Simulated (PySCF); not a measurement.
Homolysis of single bonds, series cyclopropyl-X. Isolated molecules, 0 K electronic values unless said otherwise. One relaxed conformer stands for each flexible species; it need not be the lowest. Strings in code marks are SMILES.

The four lowest singlet excitations (Tamm–Dancoff). Level of theory: TPSSh-D3(BJ)/def2-TZVP (PySCF). Excitations are Tamm–Dancoff values on a coarser integration grid. The basis has no diffuse functions, so Rydberg states are missing or too high.

| state | energy (eV) | wavelength (nm) | oscillator strength |
|---|---|---|---|
| S1 | 7.01 | 177 | 0.631 |
| S2 | 7.09 | 175 | 0.000 |
| S3 | 7.25 | 171 | 0.010 |
| S4 | 7.35 | 169 | 0.003 |

Task: Identify which member gives these states.
A) `CCC1CC1` (C–C–C–C torsion 155°)
B) `COC1CC1` (C–O–C–C torsion 82°)
C) `[SiH3]C1CC1`
D) `C=CC1CC1` (C–C–C–C torsion 146°)

Result: D, `C=CC1CC1` (C–C–C–C torsion 146°)
